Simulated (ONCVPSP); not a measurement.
Scattering properties, ONCV potential for niobium

ONCVPSP 4.0.1 input, shortened (lines: element, Z, core and valence counts, functional; n l f; lmax; l rc ep ncon nbas qcut; lloc lpopt rc5 dvloc0; l nproj debl; icmod fcfact rcfact), PBE, scalar-relativistic:

```
  Nb 41.00    6    4        4      upf
    1    0    2.00
    2    0    2.00
    2    1    6.00
    3    0    2.00
    3    1    6.00
    3    2   10.00
    4    0    2.00
    4    1    6.00
    4    2    4.00
    5    1    1.00
    2
    0    1.20    0.00    5    9    4.40
    1    2.40    0.00    5    9    5.40
    2    2.80    0.00    4    9    4.60
    4    4    0.80    0.00
    0    2    1.00
    1    2    1.40
    2    2    1.10
    3    2.25    1.15
```

In the s channel the program set the typed energies aside and used -2.192, 0.250 Ha.

The phase is arctan(r·R′/R) of the radial function R(r), unwrapped; energies in Ha, scanned from -4 to 5 Ha. A pole is an energy at which the radial function vanishes at the test radius. The pseudo phase is shifted by a multiple of π to meet the all-electron one at the reference energy, and phase errors are pseudo minus all-electron; the curves can meet again beyond the range given. Levels narrower than the energy grid can be missing from the lists of poles.

| channel | radius (bohr) | reference energy (Ha) | poles, all-electron | poles, pseudo | unbroken range about the reference energy with phases within 0.05 rad | phase error 1 Ha above the reference energy (rad) |
| --- | --- | --- | --- | --- | --- | --- |
| s | 1.22 | -2.19 | 1.93 | 1.92 | below 4.6 | -0.000 |
| p | 2.43 | -0.06 | -1.20, 2.64 | -1.20, 2.61 | below 4.0 | -0.001 |
| d | 2.84 | -0.15 | 0.06, 2.55 | 0.06, 2.66 | below 3.3 | +0.000 |

Note: no bound ghost flagged; GHOST(+) flagged for s at 132.6 eV, d at 339.4 eV.

Phases in the p channel:

```
E (Ha)  all-electron  pseudo
 -3.98         1.385   1.385
 -3.50         1.366   1.366
 -3.02         1.341   1.341
 -2.54         1.301   1.301
 -2.06         1.221   1.221
 -1.58         0.774   0.774
 -1.10        -1.671  -1.671
 -0.62        -1.895  -1.895
 -0.14        -2.172  -2.172
  0.34        -3.050  -3.050
  0.82        -4.139  -4.139
  1.30        -4.462  -4.463
  1.78        -4.592  -4.593
  2.26        -4.667  -4.669
  2.74        -4.723  -4.727
  3.22        -4.776  -4.784
  3.70        -4.839  -4.862
  4.18        -4.942  -5.031
  4.66        -5.218  -6.107
```
